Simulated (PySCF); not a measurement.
Computed shifts of a molecule ClGeH₆NSi, PBE/pcSseg-1 run with PySCF, GIAO, gas phase, atoms alike by connectivity averaged where their shifts nearly agree, in ppm (number of nuclei): ¹⁵N: 49.5 (1). ²⁹Si: -0.1 (1). ¹H: 6.11 (1), 3.87 (3), 1.79 (1), 1.44 (1). References: ¹⁵N against NH3 (σ = 267.0 ppm); ²⁹Si against TMS (σ = 335.4 ppm); ³⁵Cl against HCl (σ = 936.5 ppm); ⁷³Ge against GeH4 (σ = 1614.4 ppm); ¹H against TMS (σ = 31.49 ppm), references at their B3LYP-D3(BJ)/def2-TZVP geometries, non-relativistic (without spin–orbit terms, shifts of atoms bonded to Cl or Br come out too high). Geometry: PBE0-D3(BJ)/def2-SVP. The values are those of a single conformer.

### Question
Which molecule gave these data?
(A) Cl[SiH2][NH][GeH3]
(B) [NH2][Ge@@H]([SiH3])[Cl]
(C) N[SiH2][GeH2][Cl]
(D) N[Si@@H](Cl)[GeH3]

### Answer
D, N[Si@@H](Cl)[GeH3]
